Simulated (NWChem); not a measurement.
System meant: WNH2S2Cl; SMILES [NH2][W](=[S])(=[S])[Cl]

Here is an NWChem input.

```
start job
memory heap 200 mb stack 900 mb global 1100 mb
geometry units angstroms noautoz
  W      0.116559     0.105430     0.000000
  S     -0.717539     0.982614     1.748762
  S     -0.717539     0.982614    -1.748762
  Cl    -0.249833    -2.147368     0.000000
  N      1.992124     0.488514     0.000000
  H      2.533888     0.672149    -0.841861
  H      2.533888     0.672149     0.841861
end
basis spherical
  W library def2-svp
  S library def2-svp
  Cl library def2-svp
  N library def2-svp
  H library def2-svp
end
dft
  xc xpbe96 cpbe96
  iterations 150
  mulliken
end
task dft energy
```

End of the output:

```
          Convergence Information
          -----------------------
          Convergence aids based upon iterative change in
          total energy or number of iterations.
          Levelshifting, if invoked, occurs when the
          HOMO/LUMO gap drops below (HL_TOL):  1.00D-02
          DIIS, if invoked, will attempt to extrapolate
          using up to (NFOCK): 10 stored Fock matrices.

                    Damping( 0%)  Levelshifting(0.5)       DIIS
                  --------------- ------------------- ---------------
          dE  on:    start            ASAP                start
          dE off:    2 iters        150 iters           150 iters

      Screening Tolerance Information
      -------------------------------
          Density screening/tol_rho:  1.00D-10
          AO Gaussian exp screening on grid/accAOfunc:  14
          CD Gaussian exp screening on grid/accCDfunc:  20
          XC Gaussian exp screening on grid/accXCfunc:  20
          Schwarz screening/accCoul:  1.00D-08

      Superposition of Atomic Density Guess
      -------------------------------------

      charge =      74.0 W (Tungsten)

      symmetry species            s     p     d     f
      number of basis functions = 7     6     5     1
      number of cont. functions = 6     3     2     1
      number of closed shells   = 6     4     2     1
      number of open shells     = 0     0     1     0
      open shell occupation     = 0     0     4     0
 ------------------------------------------------------------------------
 atomscf:atomd: error in atom scf                   0
 ------------------------------------------------------------------------
 ------------------------------------------------------------------------
  current input line :
    24: task dft energy
 ------------------------------------------------------------------------
 ------------------------------------------------------------------------
 This error has not yet been assigned to a category
 ------------------------------------------------------------------------
 For more information see the NWChem manual at https://nwchemgit.github.io

0:atomscf:atomd: error in atom scf:Received an Error in Communication
```

Task: What is wrong, and how is it mended?

Result: The program stopped with an error. Cause: the def2 basis of a heavy element holds valence functions alone and wants its effective core potential (without it all electrons must fit into that basis). This input runs:
```
start job
memory heap 200 mb stack 900 mb global 1100 mb
geometry units angstroms noautoz
  W      0.116559     0.105430     0.000000
  S     -0.717539     0.982614     1.748762
  S     -0.717539     0.982614    -1.748762
  Cl    -0.249833    -2.147368     0.000000
  N      1.992124     0.488514     0.000000
  H      2.533888     0.672149    -0.841861
  H      2.533888     0.672149     0.841861
end
basis spherical
  * library def2-svp
end
ecp
  W library def2-ecp
end
dft
  xc xpbe96 cpbe96
  iterations 150
  mulliken
end
task dft energy
```
It converges to -1378.85723 Ha (PBE/def2-SVP with def2 effective core potentials on W).
